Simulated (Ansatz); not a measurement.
Several settings on one geometry of VSCl₃ (that of the charge 0 singlet, PBE0-D4/def2-SVP). Ansatz on 4 threads of Arm Neoverse V2 on a shared host; times are rough.

Cartesian coordinates in Å:
```
V 0.0000 0.0000 0.0060
S 0.0099 -0.0148 1.9727
Cl 2.0089 0.0098 -0.6696
Cl -1.0135 1.7451 -0.6414
Cl -1.0053 -1.7400 -0.6676
```

Totals from different functionals, basis sets or treatments of relativity can't be compared as stabilities.

The 6-31G sets use Cartesian d functions.

Question: Give the basis size and estimate the energy, ⟨S²⟩, dipole and time of these runs.

```tsv
run	method	charge	state	further keys
1	RKS ωB97X/6-31G	0	singlet	–
2	RKS PBE0-D4/def2-TZVP	0	singlet	forces asked
3	RKS PBE-D4/def2-SVPD	0	singlet	scf: {omitted_lower_state_checks: [starts]}; forces asked
```

Answer: 
| run | functions | energy (Eh) | ⟨S²⟩ | dipole (D) | wall time |
| --- | --- | --- | --- | --- | --- |
| 1 | 81 | -2722.7161 | – | – | 3.5 s |
| 2 | 193 | -2722.2400 | – | 0.38 | 5 s |
| 3 | 142 | -2721.4256 | – | 0.27 | 2.5 s |

The restricted singlet is unstable towards broken spin symmetry at other levels; at RKS ωB97X/6-31G, RKS PBE0-D4/def2-TZVP, RKS PBE-D4/def2-SVPD this wasn't settled.
